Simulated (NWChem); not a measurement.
# SiNH$_{4}$OCl; SMILES N[SiH](Cl)O

```xyz
8

Si    -0.0771    -0.5332    -0.4050
N      1.2501    -1.3414     0.2814
O     -1.4318    -1.0303     0.4008
Cl    -0.0555     1.5508    -0.2187
H     -0.0776    -0.8004    -1.8628
H      2.1148    -1.4568    -0.2324
H      1.3858    -1.3853     1.2846
H     -2.1190    -0.3650     0.5037
```
Atoms are numbered in this order, from 1.

Program: NWChem. All runs use the structure optimised with PBE0/def2-SVP. B3LYP is NWChem's, with the RPA form of VWN correlation. Static field.

Question: Order these by “isotropic polarisability (bohr³)”, lowest first: B3LYP/Sadlej pVTZ; PBE/Sadlej pVTZ; Hartree-Fock/Sadlej pVTZ.

Answer: Hartree-Fock/Sadlej pVTZ (48.2), B3LYP/Sadlej pVTZ (54.1), PBE/Sadlej pVTZ (56.5)
